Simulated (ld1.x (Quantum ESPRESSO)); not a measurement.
**Se: excitation energies, all-electron against ultrasoft**

```
Element                 : Se (Z = 34)
Generator               : ld1.x (Quantum ESPRESSO) 7.5
Type                    : ultrasoft
Functional              : BLYP
Relativity              : scalar-relativistic
Frozen core             : [Ar]
Valence charge          : 16
Reference configuration : 3d10 4s1.75 4p4.25
Partial waves           : 4s (bound): rcut 1.10, rcutus 1.50 bohr; 4s channel at -0.35 Ry: rcut 1.10, rcutus 1.50 bohr; 4p (bound): rcut 1.25, rcutus 1.65 bohr; 4p channel at 4.7 Ry: rcut 1.25, rcutus 1.65 bohr; 3d (bound): rcut 0.85, rcutus 1.20 bohr; 3d channel at -3.55 Ry: rcut 0.85, rcutus 1.20 bohr
Local potential         : all-electron potential smoothed inside 0.95 bohr (lloc = -1)
Core correction         : none
Augmentation charge     : PSQ, radius 0.95 bohr
```

Energies are relative to the spin-unpolarised reference configuration 3d10 4s1.75 4p4.25; without spin polarisation the order of configurations can differ from experiment. The frozen-core shift is the all-electron ΔE with the core orbitals held at their reference shape minus the fully relaxed ΔE.

```json
{"valence configuration": "3d10 4s2 4p4", "charge": "0", "ΔE all-electron (eV)": "-2.713", "error AE − PS (meV)": "+0.3", "frozen-core shift (meV)": "0.0"}
{"valence configuration": "3d10 4s2 4p0", "charge": "+4", "ΔE all-electron (eV)": "101.315", "error AE − PS (meV)": "+43", "frozen-core shift (meV)": "+24"}
{"valence configuration": "3d10 4s2 4p1", "charge": "+3", "ΔE all-electron (eV)": "59.052", "error AE − PS (meV)": "+12", "frozen-core shift (meV)": "+10"}
{"valence configuration": "3d10 4s2 4p4.3", "charge": "-0.3", "ΔE all-electron (eV)": "-4.264", "error AE − PS (meV)": "+0.6", "frozen-core shift (meV)": "-0.2"}
{"valence configuration": "3d10 4s1 4p5", "charge": "0", "ΔE all-electron (eV)": "8.226", "error AE − PS (meV)": "+0.4", "frozen-core shift (meV)": "+0.4"}
```

Problem. What are ΔE and the potential's error for 3d10 4s2 4p2?

Solution. ΔE = 28.227 eV all-electron; the error (AE − PS) is +1.5 meV.

Problem. What are ΔE and the potential's error for 3d10 4s2 4p3?

Solution. ΔE = 7.991 eV all-electron; the error (AE − PS) is -0.5 meV.

A variational frozen-core shift is positive and of second order in the change. This column holds negative values, so the frozen-core run of ld1.x carries numerical noise or an error of first order here, and the column gives no more than the rough size of the effect.

Note: ghost state, extra bound levels that the all-electron valence spectrum of the same l lacks: s at -107.2 eV. A true bound ghost makes a file unfit for plane-wave use.
